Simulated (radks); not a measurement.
Results of a calculation; reference values are marked as such.
Ionisation of neutral selenium, [Ar] 3d10 4s2 4p4, to Se+, [Ar] 3d10 4s2 4p3, under several functionals. Scalar-relativistic Kohn-Sham, spin-polarised, spherical densities, point nucleus; open shells are filled with parallel spins first; a radial shooting solver on a logarithmic mesh with Libxc functionals.

functional  E(Se) (hartree)  Exc (hartree)  IE (eV)  -e(HOMO) (eV)  <r> HOMO (bohr)  IE error (eV)
RPBE            -2430.22611      -88.07634    9.404          5.528            2.356         -0.348
PW91            -2430.50929      -88.36440    9.595          5.671            2.341         -0.157
BP86            -2430.64111      -88.49431    9.729          5.778            2.335         -0.024
HCTH/407        -2431.61289      -89.59852    9.524          5.575            2.407         -0.228
OLYP            -2431.02186      -88.95384    9.229          5.354            2.381         -0.523
PBE             -2429.99112      -87.83570    9.517          5.605            2.344         -0.235

NIST Atomic Spectra Database: 9.752 eV (measured). Closest: BP86. The Delta-SCF values span 0.50 eV, the total energies 1.62 hartree. The highest occupied level is 4p. Open shells are spherical and high-spin; term and fine-structure splittings are not resolved.
